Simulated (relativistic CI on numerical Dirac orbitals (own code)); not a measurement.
## Sensitivity of the levels of Tc to α and to the nuclear radius

Calculated at this level of theory: Dirac-Coulomb-Breit CI, KLI orbitals optimised for each configuration, valence Slater integrals scaled by 0.85, P86 correlation energy added to each configuration, derivatives by finite differences, QED left out (own radial code, finite nucleus).

Configuration list (outside the closed core [Kr]): 4d5.5s2, 4d6.5s, 4d5.5s.5p, 4d7, 4d6.5d, 4d6.6s. Levels of other configurations are missing.

With x = (α/α₀)² − 1 an excitation energy changes as ω = ω₀ + qx; K = 2q/ω₀ is the relative enhancement. Terms are leading LS components, so labels can repeat. The field-shift factor is F = δν/δ⟨r²⟩ for the transition from the lowest level.

Lowest level 4d6.5s 6D_9/2.

| Level | ω₀ (cm⁻¹) | q (cm⁻¹) | F (GHz/fm²) |
| --- | --- | --- | --- |
| 4d5.5s2 6S_5/2 | 399.9 | -4181 | 2.76 |
| 4d6.5s 6D_7/2 | 633.5 | 633.3 | 0.0145 |
| 4d6.5s 6D_5/2 | 1066.4 | 1001 | 0.0268 |
| 4d6.5s 6D_3/2 | 1356.8 | 1246 | 0.0302 |
| 4d6.5s 6D_1/2 | 1526.5 | 1388 | 0.0337 |
| 4d5.5s.5p 8P°_5/2 | 7924.3 | -3557 | 1.12 |
| 4d5.5s.5p 8P°_7/2 | 8356.1 | -3086 | 1.11 |
| 4d5.5s.5p 8P°_9/2 | 8925.9 | -2450 | 1.1 |
| 4d6.5s 4D_7/2 | 10671.2 | 595.5 | -0.455 |
| 4d6.5s 4D_5/2 | 10751.5 | -695.7 | 0.272 |
| 4d6.5s 4D_3/2 | 11541.7 | 693.1 | -0.0258 |
| 4d6.5s 4D_5/2 | 11880.7 | 855.8 | 0.039 |
| 4d6.5s 4D_1/2 | 11965.9 | 1518 | -0.261 |
| 4d6.5s 4P_3/2 | 12530.6 | 473 | 0.496 |
| 4d6.5s 4P_1/2 | 12943.5 | 259.2 | 0.847 |
| 4d6.5s 4F_9/2 | 13220.1 | 1058 | -0.541 |
| 4d6.5s 4F_7/2 | 13680.4 | 1407 | -0.442 |
| 4d6.5s 4F_5/2 | 13963.1 | 1658 | -0.405 |
| 4d6.5s 4F_3/2 | 14088.0 | 1664 | -0.374 |
| 4d6.5s 4H_11/2 | 14400.4 | -256.2 | 0.19 |
| 4d6.5s 4H_13/2 | 14422.6 | 456.2 | -0.129 |
| 4d6.5s 4H_9/2 | 14587.5 | -50.69 | 0.168 |
| 4d6.5s 4H_7/2 | 14804.0 | 176.1 | 0.128 |

For a near-neutral ion this model can misplace configurations by up to about 10,000 cm⁻¹ (more where the count of f electrons changes) and terms by 10 to 25 % of their spread. Rates follow the energies as ν³ (E1, M1) or ν⁵ (E2), so they and the lifetimes can be off by large factors. The fine structure of a lone outer electron comes out too small, for d and f at times inverted, and misplaced configurations move strength between like terms. The computed lowest level isn't the tabulated ground level, which NIST ASD gives as 4d5 5s2 6S5/2.

Task: Which transition from the lowest level has the largest |K|?

Result: 4d5.5s2 6S_5/2 at 399.9 cm⁻¹, K = -20.9.
